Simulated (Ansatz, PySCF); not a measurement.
Process, species as SMILES: CCCl → C[CH]Cl + H atom (the C-H bond at the site shown breaks; other sites are not compared here)
Geometries: B3LYP-D3(BJ)/def2-TZVP minima from Ansatz (an electronic-structure program).
Geometry of the first species:
SMILES: ClCC
```xyz
8

C      0.0132     0.8176    -0.0128
C      1.5157     0.6457    -0.0186
Cl    -0.8344    -0.7820     0.0168
H     -0.3333     1.3555     0.8664
H     -0.3433     1.3280    -0.9043
H      1.9943     1.6284    -0.0365
H      1.8521     0.1152     0.8721
H      1.8422     0.0878    -0.8961
```

Wanted: bond dissociation energy (electronic energy difference), in kJ/mol. Correlated levels leave the core frozen unless marked. UHF or UKS for open shells. No spin-orbit coupling. No relativistic terms. Basis-set limits of correlation are two-point, X^-3; Hartree-Fock from the larger set. [CCSD(T)-MP2]/basis is that difference in the basis named.

```
level                                                                 program  bond dissociation energy (kJ/mol)
-------------------------------------------------------------  --------------  ---------------------------------
HF-D3(BJ)/def2-TZVPD                                            PySCF + dftd3                              349.2
BLYP/def2-TZVPD                                                        Ansatz                                ___
BP86-D4/def2-TZVPD                                              PySCF + dftd4                                ___
r2SCAN-D3(BJ)/def2-TZVPD                                       Ansatz + dftd3                              411.7
B3LYP/def2-TZVPD                                                       Ansatz                              424.5
PBE0/STO-3G                                                            Ansatz                              547.1
PBE0/def2-TZVPD                                                        Ansatz                              416.7
r2SCANh-D4/def2-TZVPD                                          Ansatz + dftd4                              412.2
r2SCANh/def2-TZVPD                                                     Ansatz                              411.8
r2SCAN0-D4/def2-TZVPD                                          Ansatz + dftd4                              413.0
r2SCAN0/def2-TZVPD                                                     Ansatz                              412.6
PW6B95/def2-TZVPD                                                       PySCF                              427.3
HSE06-D4/def2-TZVPD                                            Ansatz + dftd4                              418.0
HSE06/def2-TZVPD                                                       Ansatz                              417.0
LC-wPBE/def2-TZVPD                                                     Ansatz                              416.4
CCSD/aug-cc-pV(D+d)Z                                                   Ansatz                                ___
RI-MP2/CBS(cc-pV(T+d)Z,cc-pV(Q+d)Z)+[CCSD(T)-MP2]/cc-pV(T+d)Z          Ansatz                                ___
```

Q: Some entries are withheld; supply them.

A: 
- BLYP/def2-TZVPD, bond dissociation energy (kJ/mol): 416.1
- BP86-D4/def2-TZVPD, bond dissociation energy (kJ/mol): 426.9
- CCSD/aug-cc-pV(D+d)Z, bond dissociation energy (kJ/mol): 424.9
- RI-MP2/CBS(cc-pV(T+d)Z,cc-pV(Q+d)Z)+[CCSD(T)-MP2]/cc-pV(T+d)Z, bond dissociation energy (kJ/mol): 442.3
